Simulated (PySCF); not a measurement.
# `C(#C)c1ccc(C=S)cc1`, C9H6S

Molfile (atoms numbered from 1):
```
C9H6S
     RDKit          3D

 16 16  0  0  0  0  0  0  0  0999 V2000
    3.9699   -0.3441   -0.3121 C   0  0  0  0  0  0  0  0  0  0  0  0
    2.7658   -0.2634   -0.1858 C   0  0  0  0  0  0  0  0  0  0  0  0
    1.3500   -0.1689   -0.0417 C   0  0  0  0  0  0  0  0  0  0  0  0
    0.5532    0.2891   -1.1113 C   0  0  0  0  0  0  0  0  0  0  0  0
   -0.8195    0.3794   -0.9732 C   0  0  0  0  0  0  0  0  0  0  0  0
   -1.4435    0.0169    0.2342 C   0  0  0  0  0  0  0  0  0  0  0  0
   -2.8879    0.0991    0.4110 C   0  0  0  0  0  0  0  0  0  0  0  0
   -3.9890    0.5902   -0.6791 S   0  0  0  0  0  0  0  0  0  0  0  0
   -0.6465   -0.4381    1.2988 C   0  0  0  0  0  0  0  0  0  0  0  0
    0.7308   -0.5313    1.1671 C   0  0  0  0  0  0  0  0  0  0  0  0
    5.0362   -0.4165   -0.4238 H   0  0  0  0  0  0  0  0  0  0  0  0
    1.0351    0.5709   -2.0491 H   0  0  0  0  0  0  0  0  0  0  0  0
   -1.4501    0.7321   -1.7932 H   0  0  0  0  0  0  0  0  0  0  0  0
   -3.2283   -0.2173    1.4108 H   0  0  0  0  0  0  0  0  0  0  0  0
   -1.1230   -0.7215    2.2413 H   0  0  0  0  0  0  0  0  0  0  0  0
    1.3452   -0.8856    1.9965 H   0  0  0  0  0  0  0  0  0  0  0  0
  1  2  3  0
  2  3  1  0
  3  4  1  0
  4  5  2  0
  5  6  1  0
  6  7  1  0
  7  8  2  0
  6  9  2  0
  9 10  1  0
 10  3  2  0
  1 11  1  0
  4 12  1  0
  5 13  1  0
  7 14  1  0
  9 15  1  0
 10 16  1  0
M  END
```

Method used: quadratic response CAM-B3LYP/aug-cc-pVDZ first hyperpolarisability, Taylor convention, gas phase (PySCF). Geometry: PBE0-D3(BJ)/def2-SVP.

Task: Give the tensor of the static β(0;0,0) in the axes of these coordinates.

Result: In au, Taylor convention; rows are the first index (the induced dipole):
```csv
,xx,yy,zz,xy,xz,yz
x,+1995.2,+31.4,-14.9,-220.2,+61.0,+3.7
y,-220.2,-12.5,-1.4,+31.4,+3.7,+6.1
z,+61.0,+6.1,+22.4,+3.7,-14.9,-1.4
```
Norm of βᵢ = ⅓ Σⱼ (βᵢⱼⱼ + βⱼᵢⱼ + βⱼⱼᵢ): 2027.2 au, hyper-Rayleigh value 841.2 au.
